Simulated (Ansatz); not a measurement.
The lowest singlet and triplet of C6H6 (SMILES C=C1C=CC=C1); geometries from B3LYP-D3(BJ)/def2-TZVP, each state relaxed from the structure named, with no frequency check.
Singlet (charge 0, multiplicity 1):
| atom | x (Å) | y (Å) | z (Å) |
|---|---|---|---|
| C | 2.0625 | -0.0513 | 0.3675 |
| C | 0.7463 | -0.0186 | 0.1330 |
| C | -0.1560 | -1.1718 | -0.0023 |
| C | -1.3984 | -0.7013 | -0.2332 |
| C | -1.3573 | 0.7699 | -0.2578 |
| C | -0.0905 | 1.1780 | -0.0416 |
| H | 2.6436 | 0.8585 | 0.4510 |
| H | 2.5921 | -0.9888 | 0.4819 |
| H | 0.1545 | -2.2022 | 0.0752 |
| H | -2.2914 | -1.2910 | -0.3790 |
| H | -2.2162 | 1.4032 | -0.4241 |
| H | 0.2770 | 2.1914 | 0.0016 |
Triplet (charge 0, multiplicity 3):
```csv
atom,x (Å),y (Å),z (Å)
C,2.1299,-0.0528,0.3795
C,0.7632,-0.0189,0.1360
C,-0.1234,-1.1301,0.0026
C,-1.4733,-0.6428,-0.2478
C,-1.4356,0.7150,-0.2705
C,-0.0604,1.1346,-0.0354
H,2.7047,0.8585,0.4618
H,2.6533,-0.9914,0.4928
H,0.1644,-2.1688,0.0763
H,-2.3416,-1.2674,-0.3884
H,-2.2680,1.3817,-0.4329
H,0.2846,2.1576,0.0037
```

A positive gap puts the triplet lower; no zero-point energy. R- takes a restricted singlet. U- takes an unrestricted singlet (broken symmetry where lower, unprojected). The triplet is unrestricted in single-reference levels. Active spaces average the two states.

Cores are frozen in the correlated methods.

Run with Ansatz (Gaussian basis) for Hartree–Fock, density functionals and correlated methods. Values without a source in brackets are computed.

```
level                                   gap E(singlet) − E(triplet), adiabatic (kcal/mol)
--------------------------------------  -------------------------------------------------
R-PBE/def2-TZVPP                                                                   -36.33
U-PBE/def2-TZVPP                                                                   -36.33
R-wB97X-V/def2-TZVPP                                                               -35.93
U-wB97M-V/def2-TZVPP                                                               -38.21
U-SCS-MP2/cc-pVDZ (spin-contaminated)                                              -31.72
U-CCSD/cc-pVDZ (spin-contaminated)                                                    ___
R-CCSD(T)/cc-pVDZ                                                                  -39.20
U-CCSD(T)/cc-pVDZ (spin-contaminated)                                              -38.12
FIC-MRCISD+Q on SA-CASSCF(6,6)/cc-pVDZ                                             -39.32
```

### Question
Complete the blanks.

### Answer

- U-CCSD/cc-pVDZ (spin-contaminated), gap E(singlet) − E(triplet), adiabatic (kcal/mol): -35.10

Doubts at one or more of the structures used: a restricted determinant that unrestricted orbitals would lower (R-CCSD(T)/cc-pVDZ); a spin-contaminated determinant (R-CCSD(T)/cc-pVDZ).

Ansatz is a first-principles code.
